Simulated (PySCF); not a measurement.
SMILES [SiH2]1C(C(F)(F)F)=CC=C1, C₅H₅F₃Si

Geometry (Å), atoms numbered from 1 in this order:
```xyz
14

F     2.5276    0.8426    1.1871
C     2.0244    0.0389    0.2334
F     2.4941   -1.1991    0.5041
F     2.6285    0.4052   -0.9188
C     0.5540    0.0638    0.1227
C    -0.2501    0.8121    0.8884
C    -1.6721    0.6827    0.6088
C    -2.0083   -0.1627   -0.3741
Si   -0.4592   -0.9523   -1.1164
H     0.0981    1.4754    1.6670
H    -2.3789    1.2576    1.1890
H    -3.0336   -0.3287   -0.6577
H    -0.1852   -0.5512   -2.4928
H    -0.3401   -2.3848   -0.8630
```

Theory: TDDFT CAM-B3LYP/aug-cc-pVDZ excited states, vertical, gas phase (PySCF 2.14.0). Geometry: GFN2-xTB.

Problem. How strongly do the lowest singlets absorb one photon, and two photons of half the energy?

Solution. δ for parallel linear polarisation; σ at the peak of a Lorentzian of half width 0.1 eV, single beam; Ω is circular over linear.
```
state  E (eV)      f  photon λ (nm)  δ (au)  σ (GM)     Ω                                main
   S1    4.42  0.083            561    0.63    0.01  1.46                      HOMO→LUMO 0.98
   S2    5.69  0.000            436    0.51    0.01  1.50                    HOMO−1→LUMO 0.97
   S3    6.30  0.007            394    5.24    0.08  1.50  HOMO−3→LUMO 0.80, HOMO→LUMO+1 0.11
   S4    6.32  0.004            392    51.9    0.76  1.50  HOMO→LUMO+1 0.73, HOMO−3→LUMO 0.12
   S5    6.53  0.002            380    8.04    0.13  1.50  HOMO→LUMO+2 0.60, HOMO→LUMO+5 0.16
```

Among these, the strongest one-photon state is S1, the strongest two-photon state S4, with a dipole change of 5.3 D (relaxed, norm of the difference vector).
